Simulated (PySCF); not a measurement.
This PySCF input asks for the NMR shieldings of `C=C[C@@H]1CO[SiH2]C1`, C$_{5}$H$_{10}$OSi; the geometry comes from PBE0-D3(BJ)/def2-SVP.

```python
import basis_set_exchange as bse
import numpy as np
from pyscf import gto, dft
from pyscf.prop import nmr

atoms = """
C     2.726508   -0.539615   -0.035537
C     1.506544   -0.461799   -0.568099
C     0.266917   -0.059073    0.164253
C    -0.773988   -1.192923    0.225541
O    -2.017352   -0.668778    0.636710
Si   -2.181970    0.964291    0.262473
C    -0.449862    1.156866   -0.460989
H     3.592018   -0.842722   -0.630386
H     2.904518   -0.300020    1.018001
H     1.368926   -0.708040   -1.630180
H     0.536609    0.195475    1.204903
H    -0.457625   -1.976532    0.932246
H    -0.869089   -1.666272   -0.772223
H    -3.291301    1.202435   -0.708061
H    -2.446384    1.762568    1.496185
H     0.069504    2.101266   -0.244226
H    -0.497193    1.050543   -1.559290
"""
names = dict.fromkeys(["C", "O", "Si", "H"], "pcSseg-1")
basis = {el: gto.basis.parse(bse.get_basis(n, elements=[el], fmt="nwchem")) for el, n in names.items()}
mol = gto.M(atom=atoms, basis=basis, charge=0, verbose=0)
mf = dft.RKS(mol, xc="CAM-B3LYP")
mf.grids.level = 2
mf.grids.alignment = dft.numint.BLKSIZE   # the property module wants whole blocks of grid points
mf.conv_tol = 1e-9
mf.kernel()

calc = nmr.RKS(mf)   # GIAO
C = mf.mo_coeff
Co = C[:, mf.mo_occ > 0]
resp = mf.gen_response(singlet=True, hermi=2)
def vind(x):   # induced exchange potential for any number of trial vectors
    d = np.einsum("pi,xij,qj->xpq", C, 2 * x.reshape(-1, C.shape[1], Co.shape[1]), Co, optimize=True)
    return np.einsum("xpq,pi,qj->xij", resp(d - d.transpose(0, 2, 1)), C, Co, optimize=True).ravel()
mo1, _ = nmr.rhf.solve_mo1(calc, with_cphf=vind)
sigma = calc.kernel(mo1)
for i, s in enumerate(sigma):   # ppm
    w = np.linalg.eigvalsh((s + s.T) / 2)
    print("%2d %-2s iso %8.1f  s11 %8.1f  s22 %8.1f  s33 %8.1f" % (i, mol.atom_pure_symbol(i), w.mean(), *w))
```

Problem. What are the results?

Solution. 
```
 0 C  iso     56.3  s11    -63.2  s22     79.6  s33    152.6
 1 C  iso     29.4  s11    -97.3  s22     46.0  s33    139.5
 2 C  iso    133.3  s11    114.4  s22    130.6  s33    154.8
 3 C  iso    107.1  s11     70.3  s22     98.5  s33    152.5
 4 O  iso    302.0  s11    253.2  s22    283.2  s33    369.7
 5 Si iso    338.0  s11    274.9  s22    322.4  s33    416.7
 6 C  iso    163.9  s11    145.9  s22    157.4  s33    188.5
 7 H  iso     26.1  s11     23.0  s22     24.9  s33     30.4
 8 H  iso     25.9  s11     22.2  s22     25.1  s33     30.4
 9 H  iso     25.6  s11     23.3  s22     24.5  s33     29.2
10 H  iso     29.1  s11     26.4  s22     26.8  s33     34.0
11 H  iso     27.4  s11     23.0  s22     27.3  s33     31.8
12 H  iso     28.1  s11     23.3  s22     27.7  s33     33.2
13 H  iso     26.4  s11     23.4  s22     23.9  s33     32.0
14 H  iso     26.5  s11     23.3  s22     23.9  s33     32.2
15 H  iso     30.4  s11     26.4  s22     28.0  s33     36.9
16 H  iso     30.6  s11     26.6  s22     28.5  s33     36.6
```

These numbers come from an equivalent density-fitted implementation of the same equations, which agrees with the script to about 0.01 ppm for H and up to a few tenths of a ppm for heavy atoms, so last digits may differ.

Problem. Turn these shieldings into chemical shifts. Chemical shifts δ = σref − σ; ¹³C (σ = 182.45 ppm) and ²⁹Si (σ = 343.41 ppm) and ¹H (σ = 31.33 ppm) against TMS; ¹⁷O (σ = 338.55 ppm) vs H2O, all at this level.

Solution. Averaging equivalent atoms: C 1: 153.0; C 0: 126.1; C 3: 75.3; C 2: 49.2; C 6: 18.5; O 4: 36.5; Si 5: 5.4; H 9: 5.68; H 8: 5.43; H 7: 5.24; H 13: 4.93; H 14: 4.87; H 11: 3.96; H 12: 3.27; H 10: 2.26; H 15: 0.91; H 16: 0.77 ppm. Experimental scales use liquid or dissolved standards, which lie at an offset from isolated H2O (liquid H2O: subtract about 36 ppm).

Size and cost of the density-fitted run: 176 basis functions, 27 s wall time on 1 thread of an Arm Neoverse V2, shared host; peak memory 0.99 GiB.
